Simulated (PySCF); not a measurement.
Species: C3H8FNSi.
Cartesian coordinates in Å at the PBE0-D3(BJ)/def2-SVP level; atoms count from 1:
```xyz
14
C3H8FNSi angstrom
F     -3.4305    0.0062    0.4226
C     -2.5236    0.3157   -0.5611
C     -1.2682   -0.5174   -0.3921
C     -0.5678   -0.2556    0.9146
N      0.6564   -0.0177    1.1152
Si     2.0413    0.1206    0.0644
H     -2.2953    1.3939   -0.4965
H     -2.9881    0.1190   -1.5421
H     -1.5641   -1.5820   -0.4137
H     -0.5905   -0.3468   -1.2431
H     -1.2469   -0.2856    1.7906
H      3.0345   -0.8988    0.5088
H      2.6055    1.4874    0.2591
H      1.7982   -0.0763   -1.4074
```

Level of theory: PBE0-D3(BJ)/def2-SVP geometry optimisation, gas phase in PySCF.

Masses are those of the commonest isotopes; rigid-rotor values at the optimised geometry. The values belong to one conformer with, in the numbering `[F:1][CH2:2][CH2:3]/[CH:4]=[N:5]\[SiH3:6]`, F1–C2–C3–C4 -62°, C2–C3–C4–N5 -131°.

Problem. What are A, B and C (GHz)?

Solution. Ia = 54.10, Ib = 471.60, Ic = 499.69 u·Å²; 505379 MHz·u·Å²/I gives 9342, 1072 and 1011 MHz, that is A = 9.3422, B = 1.0716, C = 1.0114 GHz.

Problem. Classify the top.

Solution. A near-prolate asymmetric top. Ray's parameter κ = (2B − A − C)/(A − C) = -0.986; −1 is the prolate and +1 the oblate limit.

Problem. What does the inertial defect say?

Solution. Not planar: Δ = Ic − Ia − Ib = -26.00 u·Å². For a rigid frame Δ = −2 Σ m c², so Σ m c² = 13.00 u·Å² lies off the ab plane: 7.70 from hydrogen and 5.30 from heavier atoms. The atom farthest from that plane is 1.59 Å away.

Problem. Give the other two planar moments, Paa and Pbb, and the rms extents of the mass along the axes.

Solution. Paa = Σ m a² = (Ib + Ic − Ia)/2 = 458.60 and Pbb = Σ m b² = (Ia + Ic − Ib)/2 = 41.10 u·Å². With the mass M = 105.04 u, the rms extents √(P/M) along a, b and c are 2.09, 0.63, 0.35 Å.

Problem. Where do the levels up to J = 4 lie, in MHz?

Solution. Above 0(0,0):
J = 1: 1(0,1) 2083, 1(1,1) 10354, 1(1,0) 10414
J = 2: 2(0,2) 6249, 2(1,2) 14459, 2(1,1) 14640, 2(2,1) 39452, 2(2,0) 39452
J = 3: 3(0,3) 12496, 3(1,3) 20618, 3(1,2) 20979, 3(2,2) 45701, 3(2,1) 45702, 3(3,1) 87204, 3(3,0) 87204
J = 4: 4(0,4) 20825, 4(1,4) 28829, 4(1,3) 29431, 4(2,3) 54033, 4(2,2) 54037, 4(3,2) 95537, 4(3,1) 95537, 4(4,1) 153641, 4(4,0) 153641

Problem. Which types of transition are allowed, and where do some lines up to J = 4 fall?

Solution. The dipole components are |μa| = 0.63 D, |μb| = 2.15 D, |μc| = 0.31 D. Intensities carry the squares of the components, which stand as 0.09 : 1.00 : 0.02 (a : b : c). Some lines, for components of 0.1 D or more:

```csv
type,branch,"J(Ka,Kc)",MHz,lower level (cm⁻¹)
a,Q,"3(1,2) ← 3(1,3)",362,0.688
c,Q,"2(1,2) ← 2(0,2)",8211,0.208
a,R,"4(0,4) ← 3(0,3)",8329,0.417
a,R,"4(1,3) ← 3(1,2)",8452,0.700
b,Q,"3(1,2) ← 3(0,3)",8483,0.417
b,R,"2(1,2) ← 1(0,1)",12376,0.069
b,R,"3(1,3) ← 2(0,2)",14369,0.208
b,R,"4(1,4) ← 3(0,3)",16332,0.417
b,R,"2(2,1) ← 1(1,0)",29038,0.347
b,R,"4(2,2) ← 3(1,3)",33420,0.688
b,R,"4(3,2) ← 3(2,1)",49835,1.524
```

Problem. Estimate the classical rotational partition function at 200 K, 298.15 K and 500 K.

Solution. Point group C1, symmetry number σ = 1; q = (√π/σ)·√((kT/h)³/(ABC)), k/h = 20836.6 MHz/K: 150000 at 200 K, 273000 at 298.15 K, 592000 at 500 K.

No frequency check. Constants of a rigid frame at the computed geometry: no zero-point averaging, no centrifugal distortion. A rigid rotor knows nothing of internal rotation, which can split or shift real lines. Quadrupole hyperfine structure (14N) is left out.
